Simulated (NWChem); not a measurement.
The numbers come from NWChem runs, not from measurements. System: H$_{2}$PbS, charge 0, spin multiplicity 1, at a geometry optimised with B3LYP/def2-SVP with def2 effective core potentials on Pb. The structure started from a generated list of species. Level: TD-B3LYP/def2-SVPD with def2 effective core potentials on Pb, VWN1-RPA local correlation.

Part of the output:

```
             Northwest Computational Chemistry Package (NWChem) 7.3.0
             --------------------------------------------------------

                                NWChem Input Module
                                -------------------

 Scaling coordinates for geometry "geometry" by  1.889725989
 (inverse scale =  0.529177249)

 Turning off AUTOSYM since
 SYMMETRY directive was detected!

                             Geometry "geometry" -> ""
                             -------------------------

 Output coordinates in angstroms (scale by  1.889725989 to convert to a.u.)

  No.       Tag          Charge          X              Y              Z
 ---- ---------------- ---------- -------------- -------------- --------------
    1 Pb                  82.0000     0.35121600    -0.25999000     0.00000000
    2 H                    1.0000     1.42673900     1.26557100     0.00000000
    3 S                   16.0000    -1.72607700     1.24008500     0.00000000
    4 H                    1.0000    -2.60923100     0.21225800     0.00000000

 Effective nuclear repulsion energy (a.u.)     317.7419557355

            Nuclear Dipole moment (a.u.)
            ----------------------------
        X                 Y               Z
 ---------------- ---------------- ----------------
    -0.0000226767     0.0000170075     0.0000000000

      Symmetry information
      --------------------

 Group name             Cs
 Group number              2
 Group order               2
 No. of unique centers     4

      Symmetry unique atoms

     1    2    3    4


 Summary of "ao basis" -> "" (spherical)
 ------------------------------------------------------------------------------
       Tag                 Description            Shells   Functions and Types
 ---------------- ------------------------------  ------  ---------------------
 *                         def2-svpd                  on all atoms

                                 NWChem DFT Module
                                 -----------------

 Summary of "ao basis" -> "ao basis" (spherical)
 ------------------------------------------------------------------------------
       Tag                 Description            Shells   Functions and Types
 ---------------- ------------------------------  ------  ---------------------
 Pb                        def2-svpd                12       32   5s4p3d
 H                         def2-svpd                 4        8   2s2p
 S                         def2-svpd                11       27   5s4p2d

 Summary of "ao basis" -> "ao basis" (spherical)
 ------------------------------------------------------------------------------
       Tag                 Description            Shells   Functions and Types
 ---------------- ------------------------------  ------  ---------------------
 Pb                        def2-svpd                12       32   5s4p3d
 H                         def2-svpd                 4        8   2s2p
 S                         def2-svpd                11       27   5s4p2d

      Symmetry analysis of basis
      --------------------------

        a'         53
        a"         22

            General Information
            -------------------
          SCF calculation type: DFT
          Wavefunction type:  closed shell.
          No. of atoms     :     4
          No. of electrons :    40
           Alpha electrons :    20
            Beta electrons :    20
          Charge           :     0
          Spin multiplicity:     1
          Use of symmetry is: off; symmetry adaption is: on
          Maximum number of iterations: 100
          AO basis - number of functions:    75
                     number of shells:    31
          Convergence on energy requested:  1.00D-06
          Convergence on density requested:  1.00D-05
          Convergence on gradient requested:  5.00D-04

              XC Information
              --------------
                         B3LYP Method XC Potential
                     Hartree-Fock (Exact) Exchange  0.200
                        Slater Exchange Functional  0.800 local
                    Becke 1988 Exchange Functional  0.720 non-local
              Lee-Yang-Parr Correlation Functional  0.810
[...]
  ----------------------------------------------------------------------------
  Root   3 singlet a"             0.141584353 a.u.                3.8527 eV
  ----------------------------------------------------------------------------
     Transition Moments    X  0.00000   Y -0.00000   Z -0.08940
     Transition Moments   XX -0.00000  XY  0.00000  XZ -1.75869
     Transition Moments   YY -0.00000  YZ -0.11659  ZZ  0.00000
     Dipole Oscillator Strength                    0.0007544271
     Electric Quadrupole                           0.0000000470
     Magnetic Dipole                               0.0000022479
     Total Oscillator Strength                     0.0007567220

          sigma_e =   2.0024 Angstrom
          sigma_h =   1.9718 Angstrom
         |d_h->e| =   1.2168 Angstrom
            d_exc =   3.0592 Angstrom
            d_CD1 =   1.2474 Angstrom
            d_CD2 =  -0.7703 Angstrom
            d_CD3 =   4.2761 Angstrom
     Pearson C.C. =   0.0025

     Occ.   18  a'  ---  Virt.   21  a"   0.99794 X
  ----------------------------------------------------------------------------
  Root   4 singlet a"             0.186310715 a.u.                5.0698 eV
  ----------------------------------------------------------------------------
     Transition Moments    X  0.00000   Y -0.00000   Z  0.25627
     Transition Moments   XX -0.00000  XY  0.00000  XZ -1.83958
     Transition Moments   YY -0.00000  YZ  0.86327  ZZ -0.00000
     Dipole Oscillator Strength                    0.0081569689
     Electric Quadrupole                           0.0000001422
     Magnetic Dipole                               0.0000000227
     Total Oscillator Strength                     0.0081571337

          sigma_e =   2.6283 Angstrom
          sigma_h =   1.4577 Angstrom
         |d_h->e| =   2.0662 Angstrom
            d_exc =   3.6482 Angstrom
            d_CD1 =   3.2368 Angstrom
            d_CD2 =   0.0232 Angstrom
            d_CD3 =   5.7144 Angstrom
     Pearson C.C. =  -0.0010

     Occ.   19  a"  ---  Virt.   22  a'   0.99598 X
  ----------------------------------------------------------------------------
  Root   5 singlet a'             0.189514209 a.u.                5.1569 eV
  ----------------------------------------------------------------------------
     Transition Moments    X  0.70725   Y -0.62448   Z  0.00000
     Transition Moments   XX -2.07064  XY -0.12207  XZ -0.00000
     Transition Moments   YY  0.79683  YZ  0.00000  ZZ  0.06705
     Dipole Oscillator Strength                    0.1124680263
     Electric Quadrupole                           0.0000000810
     Magnetic Dipole                               0.0000016437
     Total Oscillator Strength                     0.1124697510

          sigma_e =   2.7310 Angstrom
          sigma_h =   1.8872 Angstrom
         |d_h->e| =   0.6312 Angstrom
            d_exc =   3.3454 Angstrom
            d_CD1 =   1.4750 Angstrom
            d_CD2 =  -1.6779 Angstrom
            d_CD3 =   3.9765 Angstrom
     Pearson C.C. =   0.0220

     Occ.   18  a'  ---  Virt.   22  a'   0.34884 X
     Occ.   18  a'  ---  Virt.   23  a'   0.05787 X
     Occ.   19  a"  ---  Virt.   21  a"  -0.12952 X
     Occ.   20  a'  ---  Virt.   22  a'   0.92054 X
  ----------------------------------------------------------------------------
  Root   6 singlet a'             0.210326303 a.u.                5.7233 eV
  ----------------------------------------------------------------------------
     Transition Moments    X  0.43854   Y  0.77378   Z -0.00000
     Transition Moments   XX  1.28516  XY  1.99973  XZ  0.00000
     Transition Moments   YY -2.24235  YZ  0.00000  ZZ -0.62496
     Dipole Oscillator Strength                    0.1109198361
     Electric Quadrupole                           0.0000003526
     Magnetic Dipole                               0.0000020921
     Total Oscillator Strength                     0.1109222808

          sigma_e =   3.1090 Angstrom
          sigma_h =   2.1343 Angstrom
         |d_h->e| =   0.8487 Angstrom
            d_exc =   3.8125 Angstrom
            d_CD1 =   1.8234 Angstrom
            d_CD2 =  -1.7729 Angstrom
            d_CD3 =   4.6612 Angstrom
     Pearson C.C. =   0.0306

     Occ.   18  a'  ---  Virt.   22  a'  -0.12163 X
     Occ.   18  a'  ---  Virt.   23  a'   0.14170 X
     Occ.   20  a'  ---  Virt.   22  a'   0.06293 X
     Occ.   20  a'  ---  Virt.   23  a'  -0.95802 X
     Occ.   20  a'  ---  Virt.   24  a'  -0.18333 X
  ----------------------------------------------------------------------------
  Root   7 singlet a"             0.210990921 a.u.                5.7414 eV
  ----------------------------------------------------------------------------
     Transition Moments    X  0.00000   Y  0.00000   Z  0.47442
     Transition Moments   XX  0.00000  XY  0.00000  XZ -1.01743
     Transition Moments   YY -0.00000  YZ  0.20111  ZZ -0.00000
     Dipole Oscillator Strength                    0.0316588983
     Electric Quadrupole                           0.0000000538
     Magnetic Dipole                               0.0000002795
     Total Oscillator Strength                     0.0316592316

          sigma_e =   2.9243 Angstrom
          sigma_h =   1.4528 Angstrom
         |d_h->e| =   1.6994 Angstrom
            d_exc =   3.6804 Angstrom
            d_CD1 =   3.1710 Angstrom
            d_CD2 =  -0.4891 Angstrom
            d_CD3 =   5.3798 Angstrom
     Pearson C.C. =   0.0006

     Occ.   19  a"  ---  Virt.   23  a'  -0.98280 X
     Occ.   19  a"  ---  Virt.   24  a'  -0.08224 X
     Occ.   19  a"  ---  Virt.   25  a'   0.14608 X
     Occ.   19  a"  ---  Virt.   27  a'  -0.05411 X
  ----------------------------------------------------------------------------
  Root   8 singlet a'             0.239750539 a.u.                6.5239 eV
  ----------------------------------------------------------------------------
     Transition Moments    X -1.15958   Y  1.27131   Z -0.00000
     Transition Moments   XX  3.21822  XY -1.72503  XZ  0.00000
     Transition Moments   YY  1.46953  YZ -0.00000  ZZ -0.33039
     Dipole Oscillator Strength                    0.4732427378
     Electric Quadrupole                           0.0000004494
     Magnetic Dipole                               0.0000000879
     Total Oscillator Strength                     0.4732432750

          sigma_e =   3.1518 Angstrom
          sigma_h =   2.0376 Angstrom
         |d_h->e| =   0.9068 Angstrom
            d_exc =   3.8125 Angstrom
            d_CD1 =   2.0210 Angstrom
            d_CD2 =  -1.6879 Angstrom
            d_CD3 =   4.7193 Angstrom
     Pearson C.C. =   0.0290

     Occ.   18  a'  ---  Virt.   22  a'   0.77155 X
     Occ.   18  a'  ---  Virt.   23  a'  -0.19691 X
     Occ.   18  a'  ---  Virt.   24  a'  -0.17611 X
     Occ.   18  a'  ---  Virt.   25  a'   0.06246 X
     Occ.   19  a"  ---  Virt.   21  a"   0.15352 X
     Occ.   19  a"  ---  Virt.   21  a"  -0.05394 Y
     Occ.   19  a"  ---  Virt.   29  a"  -0.06037 X
     Occ.   19  a"  ---  Virt.   31  a"  -0.08090 X
     Occ.   20  a'  ---  Virt.   22  a'  -0.22352 X
     Occ.   20  a'  ---  Virt.   23  a'  -0.16951 X
     Occ.   20  a'  ---  Virt.   24  a'   0.15254 X
     Occ.   20  a'  ---  Virt.   25  a'  -0.40834 X
     Occ.   20  a'  ---  Virt.   28  a'   0.09309 X
     Occ.   20  a'  ---  Virt.   30  a'  -0.05343 X
     Occ.   20  a'  ---  Virt.   32  a'   0.09209 X

              Target root =      1
          Target symmetry = none
      Ground state energy =   -592.249002816378
        Excitation energy =      0.109187686768
     Excited state energy =   -592.139815129611

  stored tddft:energy   -592.13981512961061

 Task  times  cpu:      198.8s     wall:      198.8s

 Total times  cpu:      198.8s     wall:      198.8s
```

Write an NWChem input that would produce this output.

This is not unique; one that fits is 
```
start mol
memory heap 200 mb stack 900 mb global 1100 mb
geometry units angstroms nocenter noautoz
  Pb     0.351216    -0.259990     0.000000
  H      1.426739     1.265571     0.000000
  S     -1.726077     1.240085     0.000000
  H     -2.609231     0.212258     0.000000
  symmetry group Cs
end
basis spherical
  * library def2-svpd
end
ecp
  Pb library def2-ecp
end
dft
  xc b3lyp
  semidirect memsize 60000000 filesize 0
  iterations 100
end
tddft
  rpa
  nroots 8
  notriplet
  thresh 1e-4
end
task tddft energy
```
